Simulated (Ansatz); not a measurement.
Program: Ansatz. Geometries: PBE0-D4/def2-TZVP. ΔE: electronic, gas phase. CCSD(T)/CBS is the MP2 limit (def2-TZVPP, def2-QZVPP) plus CCSD(T) − MP2 in def2-TZVPP, frozen cores. This one scheme is used for every species, atoms too. For atomizations the MP2-based limit and the directly extrapolated one differ by several kJ/mol either way, and by 10 to 25 for some Ge, Se and Sn compounds, so smaller differences from it don't rank the levels. Functionals use def2-TZVPP. B3LYP here is the variant with VWN-RPA as its local correlation; programs differ in this. HSE06 is defined as in plane-wave codes. Open shells (•) are unrestricted, without spin–orbit coupling. Spin–orbit coupling would lower the free atoms: a little for C, Si. One conformer a species, not always the lowest.

Consider the atomization: `CCN([SiH3])C(C)(C)C` → 6 C• + 17 H• + N• + Si•.

```csv
level,ΔE (kcal/mol),difference from CCSD(T)/CBS
LDA (SPW92),2571.4,297.8
revPBE-D4,2261.9,-11.7
BLYP-D4,2262.1,-11.5
r2SCAN-D4,2273.3,-0.3
B97M-V,2276.1,2.5
PBE0-D4,2281.9,8.3
B3LYP-D4,2276.6,3.0
r2SCAN0-D4,2255.2,-18.4
HSE06-D4,2282.8,9.2
BHLYP-D4,2230.1,-43.5
ωB97X-V,2280.2,6.6
ωB97M-V,2280.3,6.7
B2PLYP,2247.8,-25.8
PBE-QIDH,2265.2,-8.4
PBE,2288.5,14.9
revPBE,2212.0,-61.6
BLYP,2227.3,-46.3
r2SCAN,2268.7,-4.9
PBE0,2268.1,-5.5
B3LYP,2251.2,-22.4
r2SCANh,2261.0,-12.6
r2SCAN0,2250.0,-23.6
HSE06,2270.0,-3.6
BHLYP,2211.8,-61.8
CAM-B3LYP,2272.3,-1.3
LC-ωPBE,2265.0,-8.6
HF/def2-SVP,1720.6,-553.0
MP2/def2-SVP,2183.5,-90.1
CCSD/def2-SVP,2158.5,-115.1
CCSD(T)/def2-SVP,2177.9,-95.7
HF/def2-TZVPP,1697.8,-575.8
MP2/def2-TZVPP,2239.4,-34.2
SCS-MP2/def2-TZVPP,2240.0,-33.6
CCSD/def2-TZVPP,2196.4,-77.2
CCSD(T)/def2-TZVPP,2223.5,-50.1
MP2/def2-QZVPP,2268.9,-4.7
SCS-MP2/def2-QZVPP,2273.6,0.0
HF/CBS(def2),1700.5,-573.1
MP2/CBS(def2),2289.5,15.9
CCSD/CBS(def2),2246.5,-27.1
CCSD(T)/CBS,2273.6,0
```

Largest T1 diagnostic among the species: 0.012.

From PBE to PBE0 (25 % exact exchange), in def2-TZVPP and without D4, ΔE moves by −20.4 kcal/mol: exact exchange takes away binding that semilocal exchange gives to molecules. Leaving LDA and LC-ωPBE aside and taking each functional with its dispersion term where it has one, the values, not all of them listed here, spread over 74.5 kcal/mol, from BHLYP-D4 to PBE-D4. LDA lies +282.9 kcal/mol from PBE without D4, its usual overbinding.
